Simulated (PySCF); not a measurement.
## Working out the ionisation energy of P+

P+ [Ne] 3s2 3p2 (3P) → P(2+) [Ne] 3s2 3p1 (2P). Calculation: PySCF 2.14, in Sapporo-DZP-2012; the spin-free X2C one-electron Hamiltonian (Gaussian nucleus). Frozen: [Ne]. Energies in hartree (1 hartree = 27.21139 eV):

```json
{"part": "UHF", "P+ (lower)": "-341.049245", "P(2+) (upper)": "-340.343657"}
{"part": "CCSD correlation", "P+ (lower)": "-0.072217", "P(2+) (upper)": "-0.057474"}
{"part": "(T)", "P+ (lower)": "-0.000997", "P(2+) (upper)": "-0.000614"}
```

Problem. What does Hartree-Fock give?

Solution. (-340.343657) − (-341.049245) = 0.705588 hartree = 19.200 eV.

Problem. What do CCSD and CCSD(T) give?

Solution. The CCSD correlation energies differ by 0.014743 hartree = 0.401 eV and the triples by 0.000383 hartree = 0.010 eV, so CCSD gives 19.601 eV and CCSD(T) 19.611 eV.

Reference: 19.769 eV (semi-empirical (NIST evaluation); NIST Atomic Spectra Database, ionization energies), between the lowest levels; spin-orbit coupling is absent from the calculation.

A double-zeta basis recovers only part of the correlation energy.

What remains against the reference includes basis incompleteness, the frozen core and higher excitations.
